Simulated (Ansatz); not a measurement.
Cost and result up the ladder for the cluster MgSi₃ (4 atoms). Charge 0, multiplicity 1. Geometry: r2SCAN-D4/def2-TZVP.

```xyz
4

Mg    1.1097   -0.4181   -0.8521
Si   -0.2096   -1.8406    1.0610
Si   -0.8383    0.2252    0.4381
Si   -0.0618    2.0335   -0.6470
```

Ansatz on 4 threads of Arm Neoverse V1 on a shared host. Times are rough, and most runs start from the orbitals of an earlier one. No level here is sound enough to serve as a yardstick. Binding counts from free atoms at the same level (Mg singlet, Si triplet; other spins of the atoms weren't run), without zero-point energy or a counterpoise term.

LC-ωPBE has ω = 0.4 bohr⁻¹. Correlated methods freeze 16 core orbitals; core or outer-core shells of Mg are correlated, in sets that lack core-valence functions. Another isomer (singlet) lies 1.36 eV lower at PBE0-D4/def2-TZVP; other spin states weren't run for this one.

Correlated methods converge slowly with the basis.

```json
{"level": "PBE-D4/def2-TZVP (with forces)", "functions": "143", "wall time": "1.4 s", "binding energy per atom (eV)": "2.13", "remarks": "restricted SCF unstable in HF"}
{"level": "PBE0-D4/def2-TZVP", "functions": "143", "wall time": "1.8 s", "binding energy per atom (eV)": "2.01", "remarks": "restricted SCF unstable in HF"}
{"level": "LC-ωPBE/def2-TZVP", "functions": "143", "wall time": "2.5 s", "binding energy per atom (eV)": "1.77", "remarks": "restricted SCF unstable in HF"}
{"level": "r2SCAN-D4/def2-TZVP", "functions": "143", "wall time": "3.2 s", "binding energy per atom (eV)": "2.06", "remarks": "restricted SCF unstable in HF"}
{"level": "r2SCAN0-D4/def2-TZVP", "functions": "143", "wall time": "3.8 s", "binding energy per atom (eV)": "1.94", "remarks": "restricted SCF unstable in HF"}
{"level": "CCSD(T)/def2-TZVPP", "functions": "158", "wall time": "20 s", "binding energy per atom (eV)": "1.84", "remarks": "large T1 (0.026), restricted SCF unstable"}
```
